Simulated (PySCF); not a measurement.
# How methods differ on the ionisation energy of Fe²¹⁺

Fe²¹⁺ [He] 2s2 2p1 (2P) → Fe²²⁺ [He] 2s2 (1S), as a difference of total energies. Computed with PySCF 2.14 in an even-tempered Gaussian basis (20 s from 4.2 bohr⁻², ratio 2.2; 11 p from 5.5 bohr⁻², ratio 2.2; 6 d from 24 bohr⁻², ratio 2.4; 5 f from 35 bohr⁻², ratio 2.4; 4 g from 53 bohr⁻², ratio 2.4), with the spin-free X2C one-electron Hamiltonian (Gaussian nucleus). Correlated levels: nothing frozen; virtual orbitals above 40 to 60 times the deepest correlated orbital energy dropped. The calculations carry no spin-orbit coupling.

```json
{"method": "UHF", "ionisation energy (eV)": "1791.2"}
{"method": "LDA", "ionisation energy (eV)": "1789.3"}
{"method": "PBE", "ionisation energy (eV)": "1792.2"}
{"method": "PBE0", "ionisation energy (eV)": "1792.1"}
{"method": "r2SCAN", "ionisation energy (eV)": "1793.2"}
{"method": "r2SCANh", "ionisation energy (eV)": "1793.1"}
{"method": "M06-L", "ionisation energy (eV)": "1793.1"}
{"method": "MP2 (all electrons)", "ionisation energy (eV)": "1790.7"}
{"method": "SCS-MP2 (all electrons)", "ionisation energy (eV)": "1790.5"}
```

A first-order spin-orbit estimate (lowest level to lowest level, LS coupling) adds 9.870 eV.

For comparison: 1798.4 ± 0.8 eV (semi-empirical (NIST evaluation); NIST Atomic Spectra Database, ionization energies).
